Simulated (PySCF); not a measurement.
## Bond curve of RuO

Set-up: Ru def2-TZVPPD with ECP28, O def2-TZVPPD; scalar-relativistic core potentials (PySCF 2.14). Energies in eV from Ru (4d7 5s1) + O in their ground configurations at the same level. All curves are PBE0. state 1: ⁵Δ (quintet), unpaired electrons σ ↑, π ↑↑, δ ↑; state 2: Ms = 1 determinant of mixed spin (⟨S²⟩ near 3.0), unpaired electrons σ ↑, π ↑↓, δ ↑, a mixture of terms (⟨Lz²⟩ = 6.0), a second solution, started from another occupation; state 3: Ms = 1 determinant of mixed spin (⟨S²⟩ near 3.0), unpaired electrons σ ↓, π ↑↑, δ ↑, a second solution, started from another occupation; state 4: ³Σ⁻ (triplet), unpaired electrons π ↑↑, a second solution, started from another occupation.

| R (Å) | state 1 | state 2 | state 3 | state 4 |
| --- | --- | --- | --- | --- |
| 1.456 | -2.916 | -2.053 | -2.015 | -2.252 |
| 1.524 | -3.966 | -3.123 | -3.089 | -3.206 |
| 1.591 | -4.539 | -3.715 | -3.676 | -3.701 |
| 1.642 | -4.737 | -3.927 | -3.879 | -3.846 |
| 1.693 | -4.787 | -3.993 | -3.931 | -3.845 |
| 1.744 | -4.725 | -3.949 | -3.869 | -3.731 |
| 1.812 | -4.519 | -3.773 | -3.656 | -3.452 |
| 1.896 | -4.130 | -3.452 | -3.257 | -2.968 |
| 1.998 | -3.564 | -3.043 | -2.675 | -2.281 |
| 2.133 | -2.761 | -2.538 | -1.857 | -1.402 |

Task: Put a parabola through the three lowest points of the state 1 curve and estimate Re, k and ωe (reduced mass 13.82 u; 1 eV/Å² = 0.16022 mdyn/Å; ωe = 1302.8·√(k/μ) cm⁻¹).

Result: Through R = 1.642, 1.693, 1.744 Å the second-order coefficient is 21.5 eV/Å², so Re ≈ 1.690 Å, k ≈ 6.90 mdyn/Å and ωe ≈ 920 cm⁻¹. A polynomial fit of higher order to the unrounded PBE0 energies gives Re = 1.688 Å, k = 7.10 mdyn/Å, ωe = 933 cm⁻¹; anharmonicity and rounding make the difference.

The higher-order fit for each curve: state 1: Re = 1.688 Å, ωe = 933 cm⁻¹, De = 4.79 eV; state 2: Re = 1.695 Å, ωe = 908 cm⁻¹, minimum 3.99 eV below the ground-state fragments; state 3: Re = 1.688 Å, ωe = 946 cm⁻¹, minimum 3.93 eV below the ground-state fragments; state 4: Re = 1.667 Å, ωe = 991 cm⁻¹, minimum 3.86 eV below the ground-state fragments.

The metal atom is held in its measured ground configuration; semilocal functionals can put another filling of s and d lower by some tenths of an eV, and De to that atom would be smaller. ⟨S²⟩ of the unrestricted solution departs from its pure value on part of the curve, where spin states mix. Spin–orbit coupling is left out, which matters for elements this heavy, above all for dissociation energies. With d or f electrons several states lie close, and the lowest PBE0 determinant need not be the measured ground state.
